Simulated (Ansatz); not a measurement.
Start from `O[CH2][GaH2]` and change one atom or group to get `[AlH2][CH2][GaH2]`.

Ansatz, PBE0-D4/def2-TZVP geometries, multiplicity 1. Each molecule was computed in one conformer, which needn't be the lowest.

Scalar relativity is left out up to krypton.

```csv
property,`O[CH2][GaH2]`
HOMO–LUMO gap (B3LYP/def2-TZVPP) / eV,5.64
size of the dipole moment (B3LYP/def2-TZVPP) / D,1.96
HOMO energy (B3LYP/def2-TZVPP) / eV,-7.40
HOMO–LUMO gap (PBE/def2-TZVPP) / eV,4.04
HOMO energy (PBE/def2-TZVPP) / eV,-6.34
HOMO energy (ωB97M-V/def2-TZVPP) / eV,-9.83
```

Task: Give the same properties after the change, and the shifts. (Best estimate.)

Result: The calculation gave: 
```json
{"property": "HOMO–LUMO gap (B3LYP/def2-TZVPP) / eV", "`[AlH2][CH2][GaH2]`": "5.50", "shift": "-0.14"}
{"property": "size of the dipole moment (B3LYP/def2-TZVPP) / D", "`[AlH2][CH2][GaH2]`": "1.01", "shift": "-0.95"}
{"property": "HOMO energy (B3LYP/def2-TZVPP) / eV", "`[AlH2][CH2][GaH2]`": "-7.60", "shift": "-0.20"}
{"property": "HOMO–LUMO gap (PBE/def2-TZVPP) / eV", "`[AlH2][CH2][GaH2]`": "4.05", "shift": "0.01"}
{"property": "HOMO energy (PBE/def2-TZVPP) / eV", "`[AlH2][CH2][GaH2]`": "-6.68", "shift": "-0.34"}
{"property": "HOMO energy (ωB97M-V/def2-TZVPP) / eV", "`[AlH2][CH2][GaH2]`": "-9.97", "shift": "-0.14"}
```

With PBE0 the HOMO falls by 0.22 eV and the LUMO falls by 0.40 eV, so the gap narrows by about 0.18 eV. PBE moves the HOMO by -0.34 eV and ωB97M-V by -0.14 eV. Dipoles are sizes alone; their direction can turn.

B3LYP here is the variant with VWN-RPA as its local correlation; programs differ in this.
